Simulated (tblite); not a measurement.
C₃H₆ClGeN.
SMILES with atom numbers: `[H]/[N:4]=[CH:3]\[C:2](=[CH2:1])[GeH2:5][Cl:6]` (hydrogens: H7, H8 on C1; H9 on C3; H10 on N4; H11, H12 on Ge5)

Computed with GFN2-xTB (tblite), gas phase: L-BFGS steps from a force-field or distance-geometry start until the largest atomic force falls under 0.01 eV/Å.

Step 11: E = -513.0342 eV
```
atom  x, y, z in Å  |  force x, y, z in eV/Å
C1     -0.0049    1.6632   -0.5804   -0.030   0.007  -0.022
C2     -0.2022    0.4020   -0.1996    0.069  -0.034  -0.022
C3     -1.5467   -0.1735   -0.1605    0.041   0.002  -0.025
N4     -1.8773   -1.3397    0.1741   -0.006   0.001   0.021
Ge5     1.3836   -0.6794    0.2996   -0.013  -0.020   0.017
Cl6     1.5925   -0.7040    2.3912   -0.023  -0.010   0.027
H7      0.9842    2.0941   -0.6168    0.009  -0.006   0.001
H8     -0.8157    2.3094   -0.8757   -0.078   0.049   0.008
H9     -2.3557    0.4868   -0.4698   -0.001  -0.003   0.016
H10    -1.1032   -1.9448    0.4631    0.007   0.045  -0.001
H11     2.6034    0.0007   -0.2758    0.014  -0.013  -0.005
H12     1.3432   -2.1156   -0.1755    0.009  -0.019  -0.014
```

Step 12: E = -513.0347 eV
```
atom  x, y, z in Å  |  force x, y, z in eV/Å
C1     -0.0058    1.6647   -0.5814   -0.032  -0.014  -0.011
C2     -0.2012    0.4023   -0.2009    0.039  -0.012  -0.032
C3     -1.5466   -0.1739   -0.1613    0.045   0.013  -0.018
N4     -1.8776   -1.3397    0.1749    0.020   0.013   0.017
Ge5     1.3850   -0.6802    0.3002   -0.033  -0.012   0.004
Cl6     1.5914   -0.7052    2.3918   -0.022  -0.009   0.027
H7      0.9850    2.0943   -0.6169   -0.028  -0.004  -0.004
H8     -0.8188    2.3115   -0.8755   -0.028   0.015   0.021
H9     -2.3564    0.4872   -0.4695    0.019  -0.018   0.018
H10    -1.1026   -1.9445    0.4637   -0.006   0.052  -0.006
H11     2.6046   -0.0006   -0.2759    0.017  -0.012  -0.003
H12     1.3444   -2.1168   -0.1751    0.008  -0.013  -0.013
```

Step 13: E = -513.0351 eV
```
atom  x, y, z in Å  |  force x, y, z in eV/Å
C1     -0.0070    1.6656   -0.5825   -0.020   0.000  -0.011
C2     -0.1998    0.4024   -0.2026   -0.002  -0.012  -0.034
C3     -1.5457   -0.1740   -0.1623    0.035   0.018  -0.010
N4     -1.8776   -1.3392    0.1757    0.033   0.025   0.012
Ge5     1.3855   -0.6811    0.3007   -0.028  -0.005  -0.005
Cl6     1.5901   -0.7063    2.3927   -0.022  -0.007   0.022
H7      0.9849    2.0945   -0.6170   -0.054   0.000  -0.008
H8     -0.8217    2.3134   -0.8750    0.012  -0.018   0.031
H9     -2.3566    0.4871   -0.4689    0.033  -0.020   0.015
H10    -1.1021   -1.9432    0.4641   -0.005   0.041  -0.003
H11     2.6059   -0.0019   -0.2761    0.013  -0.014   0.002
H12     1.3455   -2.1179   -0.1750    0.006  -0.008  -0.011
```

Step 14: E = -513.0355 eV
```
atom  x, y, z in Å  |  force x, y, z in eV/Å
C1     -0.0088    1.6668   -0.5838   -0.009  -0.023   0.003
C2     -0.1983    0.4022   -0.2051   -0.028   0.021  -0.042
C3     -1.5441   -0.1738   -0.1635    0.013   0.013   0.000
N4     -1.8772   -1.3380    0.1769    0.032   0.032   0.007
Ge5     1.3855   -0.6821    0.3010   -0.009  -0.001  -0.011
Cl6     1.5881   -0.7079    2.3939   -0.025  -0.005   0.009
H7      0.9836    2.0948   -0.6173   -0.059   0.012  -0.014
H8     -0.8247    2.3154   -0.8738    0.034  -0.040   0.035
H9     -2.3563    0.4864   -0.4679    0.037  -0.009   0.006
H10    -1.1015   -1.9412    0.4646    0.010   0.019   0.004
H11     2.6077   -0.0039   -0.2761    0.002  -0.018   0.010
H12     1.3471   -2.1194   -0.1748    0.002  -0.001  -0.009
```

Question: Estimate the geometry and energy of step 15. (The exact step hangs on the optimiser's Hessian estimate; all steps are aligned on step 14, rigid shifts and turns removed.)

Answer: E = -513.0359 eV, largest force 0.070 eV/Å
```
atom  x, y, z in Å  |  force x, y, z in eV/Å
C1     -0.0107    1.6674   -0.5851    0.012   0.013  -0.001
C2     -0.1971    0.4026   -0.2085   -0.040  -0.012  -0.023
C3     -1.5423   -0.1733   -0.1647   -0.007   0.008   0.007
N4     -1.8761   -1.3363    0.1782    0.022   0.023   0.007
Ge5     1.3852   -0.6829    0.3009    0.010   0.001  -0.013
Cl6     1.5855   -0.7098    2.3953   -0.028  -0.002  -0.009
H7      0.9813    2.0956   -0.6180   -0.049   0.024  -0.018
H8     -0.8272    2.3169   -0.8720    0.037  -0.050   0.033
H9     -2.3555    0.4857   -0.4668    0.028   0.011  -0.006
H10    -1.1007   -1.9390    0.4653    0.027  -0.002   0.011
H11     2.6099   -0.0065   -0.2760   -0.009  -0.021   0.018
H12     1.3489   -2.1210   -0.1746   -0.003   0.006  -0.007
```

The energy changes by -0.0004 eV. The first-order estimate −F·Δx gives -0.0006 eV and the mean of the old and new forces, exact on a quadratic surface, -0.0004 eV. The step makes an angle of 63° with the force vector and moves no atom by more than 0.004 Å.

The cost below is that of the whole relaxation. On one thread, Arm Neoverse V1 (aarch64) (shared host), this took 0.37 s wall.
